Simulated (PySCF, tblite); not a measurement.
Compound: C6H8NP.
Bonds: C1–C2, C2–C3 (aromatic), C3–P4 (aromatic), P4–C5 (aromatic), C5–C6 (aromatic), C6–C7, C6–N8 (aromatic), C2–N8 (aromatic). Hydrogens: H9, H10, H11 on C1; H12 on C3; H13 on C5; H14, H15, H16 on C7.

Computed with GFN2-xTB (tblite), gas phase: Langevin dynamics at 300 K from the optimised GFN2-xTB geometry, time step 0.5 fs, friction 0.01 fs⁻¹, 2000 steps. Over the second half of the run the saved frames average 328 K.

Frame at 250 fs, instantaneous temperature 325 K:
```
atom  x, y, z in Å
C1      2.078   -0.678    0.745
C2      0.744   -0.075    0.329
C3      0.734    1.290   -0.043
P4     -0.684    2.069   -0.690
C5     -1.804    0.822   -0.474
C6     -1.505   -0.464   -0.046
C7     -2.526   -1.488   -0.049
N8     -0.327   -0.884    0.309
H9      2.891   -0.444    0.014
H10     2.309   -0.335    1.719
H11     1.913   -1.743    0.708
H12     1.727    1.877    0.114
H13    -2.753    1.101   -0.908
H14    -2.053   -2.379    0.426
H15    -3.388   -1.125    0.566
H16    -2.845   -1.837   -1.081
```

Frame at 425 fs, instantaneous temperature 251 K:
```
atom  x, y, z in Å
C1      1.565   -0.606    0.969
C2      0.289   -0.070    0.529
C3      0.216    1.274    0.266
P4     -1.352    2.088    0.016
C5     -2.307    0.680   -0.376
C6     -1.859   -0.604    0.057
C7     -2.931   -1.734    0.130
N8     -0.716   -0.869    0.623
H9      2.201   -0.260    1.853
H10     1.491   -1.669    1.099
H11     2.281   -0.412    0.213
H12     1.050    1.952    0.443
H13    -3.317    0.802   -0.696
H14    -2.386   -2.603    0.519
H15    -3.845   -1.368    0.739
H16    -3.329   -1.888   -0.936
```

Frame at 625 fs, instantaneous temperature 387 K:
```
atom  x, y, z in Å
C1      1.597   -0.599    1.175
C2      0.357    0.029    0.615
C3      0.298    1.376    0.234
P4     -1.168    2.183   -0.300
C5     -2.246    0.877   -0.193
C6     -1.776   -0.494    0.086
C7     -2.738   -1.616   -0.019
N8     -0.597   -0.850    0.478
H9      1.428   -1.608    1.585
H10     2.239   -0.834    0.289
H11     2.082    0.165    1.739
H12     1.198    2.000    0.272
H13    -3.317    0.912   -0.385
H14    -2.180   -2.467   -0.354
H15    -3.209   -1.858    0.941
H16    -3.546   -1.360   -0.732
```

Frame at 800 fs, instantaneous temperature 291 K:
```
atom  x, y, z in Å
C1      1.839   -0.419    1.448
C2      0.554    0.189    1.023
C3      0.481    1.493    0.533
P4     -0.883    2.038   -0.407
C5     -1.996    0.766   -0.096
C6     -1.693   -0.343    0.679
C7     -2.741   -1.413    0.783
N8     -0.521   -0.632    1.153
H9      1.548   -1.500    1.365
H10     2.605   -0.141    0.696
H11     2.283   -0.043    2.447
H12     1.388    2.042    0.611
H13    -2.905    0.842   -0.697
H14    -2.708   -1.860    1.803
H15    -3.735   -1.009    0.646
H16    -2.501   -2.191    0.032
```

Frame at 1000 fs, instantaneous temperature 368 K:
```
atom  x, y, z in Å
C1      1.986    0.688    1.780
C2      0.665    0.876    1.057
C3      0.491    1.760   -0.039
P4     -0.996    2.047   -0.874
C5     -1.958    0.862   -0.119
C6     -1.486   -0.068    0.871
C7     -2.382   -1.132    1.332
N8     -0.247   -0.022    1.343
H9      1.770    0.873    2.794
H10     2.289   -0.364    1.527
H11     2.718    1.429    1.471
H12     1.337    2.343   -0.414
H13    -3.046    0.722   -0.401
H14    -2.112   -1.378    2.321
H15    -3.349   -0.786    1.337
H16    -2.298   -2.005    0.650
```

Problem. What do single points at PBE0/pcSseg-1 (PySCF, gas phase) give on these frames?

Solution. 
```
t (fs)  GFN2-xTB E above start (eV)  DFT E above lowest frame (eV)  HOMO (eV)  LUMO (eV)  dipole (D)
   250                         0.51                           0.00      -7.26      -1.74        0.14
   425                         0.96                           0.58      -7.27      -1.95        0.17
   625                         0.48                           0.01      -7.17      -1.71        0.36
   800                         0.50                           0.00      -7.26      -1.83        0.41
  1000                         0.50                           0.00      -6.97      -1.67        0.39
```

The two levels order the frames alike by energy but for pairs within 0.08 eV at one level; measured from each level's lowest frame they differ by 0.10 eV at most. The HOMO–LUMO gap runs from 5.30 to 5.52 eV. These are instantaneous structures, not minima.

Problem. And the isotropic GIAO shieldings (ppm) from the same runs?

Solution. 
```json
{"atom": "C1", "250 fs": "154.6", "425 fs": "162.6", "625 fs": "153.3", "800 fs": "148.1", "1000 fs": "153.7", "mean": "154.5", "range": "14.5"}
{"atom": "C2", "250 fs": "13.3", "425 fs": "35.3", "625 fs": "22.7", "800 fs": "13.1", "1000 fs": "17.9", "mean": "20.5", "range": "22.2"}
{"atom": "C3", "250 fs": "24.6", "425 fs": "29.0", "625 fs": "44.7", "800 fs": "34.8", "1000 fs": "35.8", "mean": "33.8", "range": "20.1"}
{"atom": "P4", "250 fs": "48.0", "425 fs": "-11.1", "625 fs": "55.9", "800 fs": "33.3", "1000 fs": "73.7", "mean": "40.0", "range": "84.8"}
{"atom": "C5", "250 fs": "41.0", "425 fs": "22.3", "625 fs": "29.1", "800 fs": "36.8", "1000 fs": "29.6", "mean": "31.8", "range": "18.7"}
{"atom": "C6", "250 fs": "27.7", "425 fs": "19.4", "625 fs": "14.7", "800 fs": "25.4", "1000 fs": "16.8", "mean": "20.8", "range": "13.0"}
{"atom": "C7", "250 fs": "151.0", "425 fs": "143.3", "625 fs": "153.9", "800 fs": "153.1", "1000 fs": "161.1", "mean": "152.5", "range": "17.8"}
{"atom": "N8", "250 fs": "-81.2", "425 fs": "-61.8", "625 fs": "-62.7", "800 fs": "-89.7", "1000 fs": "-96.2", "mean": "-78.3", "range": "34.4"}
{"atom": "H9", "250 fs": "28.3", "425 fs": "27.6", "625 fs": "28.3", "800 fs": "27.4", "1000 fs": "29.4", "mean": "28.2", "range": "2.0"}
{"atom": "H10", "250 fs": "29.2", "425 fs": "29.7", "625 fs": "27.9", "800 fs": "28.4", "1000 fs": "27.5", "mean": "28.5", "range": "2.2"}
{"atom": "H11", "250 fs": "29.2", "425 fs": "29.9", "625 fs": "29.3", "800 fs": "26.6", "1000 fs": "29.3", "mean": "28.9", "range": "3.3"}
{"atom": "H12", "250 fs": "22.2", "425 fs": "22.5", "625 fs": "23.2", "800 fs": "23.2", "1000 fs": "23.2", "mean": "22.9", "range": "1.0"}
{"atom": "H13", "250 fs": "23.1", "425 fs": "22.4", "625 fs": "22.8", "800 fs": "22.9", "1000 fs": "22.8", "mean": "22.8", "range": "0.7"}
{"atom": "H14", "250 fs": "27.9", "425 fs": "28.3", "625 fs": "29.3", "800 fs": "28.3", "1000 fs": "29.7", "mean": "28.7", "range": "1.8"}
{"atom": "H15", "250 fs": "27.9", "425 fs": "26.9", "625 fs": "28.3", "800 fs": "29.3", "1000 fs": "30.5", "mean": "28.6", "range": "3.6"}
{"atom": "H16", "250 fs": "27.5", "425 fs": "27.3", "625 fs": "28.8", "800 fs": "28.1", "1000 fs": "28.2", "mean": "28.0", "range": "1.5"}
```

The cost below is that of the whole dynamics run. Hardware: one thread of an AMD EPYC 9R14, shared host. Cost: 11 s, 0.18 GiB resident at most.
